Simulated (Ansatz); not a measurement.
PdCl₂, relaxed as a singlet with RKS r2SCAN-D4/def2-TZVP in Ansatz, starting from the GFN1-xTB geometry. Force threshold 0.02 eV/Å.

In the def2 sets Pd takes a core potential; there is no spin–orbit coupling. The restricted singlet is unstable towards broken spin symmetry in Hartree–Fock (as tested in another run); at r2SCAN-D4/def2-TZVP this wasn't settled. In the singlet, Cl2 and Cl3 lie 2.20 Å apart (atoms count from 1), so these atoms are partly bonded to each other. The relaxation made no stability test and no search for a lower SCF solution. No other spin state of charge 0 was run. Another isomer (triplet) lies 1.81 eV lower at PBE0-D4/def2-TZVP; other spin states weren't run for this one.

Start:

Cartesian coordinates in Å:
```
Pd 2.145 -0.238 0.511
Cl -2.100 0.238 -0.503
Cl -0.044 0.001 -0.008
```

| step | energy (eV) | largest force component (eV/Å) | SCF passes |
| --- | --- | --- | --- |
| 1 | -28525.0615 | 1.067 | 20 |
| 2 | -28525.0918 | 0.594 | 22 |
| 3 | -28525.1059 | 0.068 | 22 |
| 4 | -28525.1068 | 0.140 | 28 |
| 5 | -28525.1260 | 0.091 | 36 |
| 6 | -28525.1601 | 0.076 | 33 |
| 7 | -28525.1702 | 0.027 | 29 |
| 8 | -28525.1709 | 0.018 | 26 |

Force components are those of the run's own axes.

End:

Cartesian coordinates in Å:
```
Pd 2.0192 0.0222 0.3540
Cl -1.9122 0.4655 -0.5860
Cl -0.1070 -0.4876 0.2320
```

By distances, no bond broke or formed. The bond that changes most is Pd1–Cl3, from 2.26 to 2.19 Å (atoms count from 1).

No frequencies were taken in this run, so the end may be a saddle point.

It took 9 s on 4 threads of Arm Neoverse V1 on a shared host.
